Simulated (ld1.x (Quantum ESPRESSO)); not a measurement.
## How hard is this Pr (Z = 59) TM semilocal potential?

ld1.x (Quantum ESPRESSO) 7.5 input, shortened:

```
&input
   title='Pr', zed=59., rel=1, dft='PZ', iswitch=3,
   config='[Xe] 4f3 5d0 6s1 6p0'
 /
 &inputp
   pseudotype=1, tm=.true., lloc=2,
   nlcc=.true.
 /
4
5S  1  0   2.00   0.00  1.70  1.70  0.0
5P  2  1   6.00   0.00  2.45  2.45  0.0
4F  4  3   3.00   0.00  1.20  1.20  0.0
5D  3  2   0.00   0.00  3.95  3.95  0.0
 &test
   configts(1)='4f3 5s2 5p6 5d0 6s1 6p0'
 /
```

Occupied shells without a wave of their own: 6s. They enter only through the test configuration that unscreens the potential, and ld1.x also counts them in the model core charge.

The pseudo-atom Hamiltonian at the reference potential is diagonalised in spherical Bessel functions j_l(qr) that vanish at 20 bohr, with q² up to the cutoff. All-electron valence levels (Ry): 5s -3.3126, 6s -0.6126, 5p -2.0179, 6p -0.3924, 4f -0.5361, 5d -0.5553.

Task: How do the lowest levels (Ry) of each channel move with the cutoff, and are there ghosts?

Result:

| cutoff (Ry) | s #1 | s #2 | s #3 | p #1 | p #2 | p #3 | f #1 | d #1 | d #2 | Σ f·Δε (mRy) |
| --- | --- | --- | --- | --- | --- | --- | --- | --- | --- | --- |
| 8 | -2.9615 | -0.5623 | -0.1806 | -2.0014 | -0.3930 | -0.1278 | -0.1295 | -0.5469 | -0.1511 | 2080.4 |
| 15 | -3.2341 | -0.6034 | -0.1920 | -2.0154 | -0.3990 | -0.1299 | -0.1298 | -0.5553 | -0.1529 | 1409.4 |
| 21 | -3.2871 | -0.6154 | -0.1956 | -2.0175 | -0.3991 | -0.1299 | -0.1300 | -0.5553 | -0.1529 | 1278.7 |
| 35 | -3.2969 | -0.6166 | -0.1959 | -2.0179 | -0.3992 | -0.1300 | -0.1302 | -0.5553 | -0.1529 | 1254.6 |
| 50 | -3.3111 | -0.6186 | -0.1965 | -2.0179 | -0.3992 | -0.1300 | -0.1304 | -0.5553 | -0.1529 | 1223.6 |
| 60 | -3.3115 | -0.6188 | -0.1965 | -2.0179 | -0.3992 | -0.1300 | -0.1305 | -0.5553 | -0.1529 | 1221.9 |
| 90 | -3.3125 | -0.6189 | -0.1965 | -2.0179 | -0.3992 | -0.1300 | -0.1325 | -0.5553 | -0.1529 | 1214.2 |
| 120 | -3.3125 | -0.6189 | -0.1965 | -2.0179 | -0.3992 | -0.1300 | -0.2682 | -0.5553 | -0.1529 | 806.8 |
| 180 | -3.3126 | -0.6189 | -0.1965 | -2.0179 | -0.3992 | -0.1300 | -0.5192 | -0.5553 | -0.1529 | 53.6 |
| 230 | -3.3126 | -0.6189 | -0.1965 | -2.0179 | -0.3992 | -0.1300 | -0.5366 | -0.5553 | -0.1529 | 1.6 |
| 350 | -3.3126 | -0.6189 | -0.1965 | -2.0179 | -0.3992 | -0.1300 | -0.5371 | -0.5553 | -0.1529 | 0.1 |
| 400 | -3.3126 | -0.6189 | -0.1965 | -2.0179 | -0.3992 | -0.1300 | -0.5371 | -0.5553 | -0.1529 | 0.0 |

Result: no extra level below or beside the all-electron valence levels (s, p, f, d tested); the semilocal form is local in each channel, so this says nothing of the separable form that plane-wave codes build from it; 10 mRy is reached at 230 Ry and 1 mRy at 260 Ry.

ld1.x takes every shell without a wave as core, so the model core holds the 6s electrons as well and exchange and correlation see them twice. This cancels in the reference configuration, but the file is broken for other ones, and its errors say nothing about a proper core correction. 1 of 9 tests not solved or not reliable.
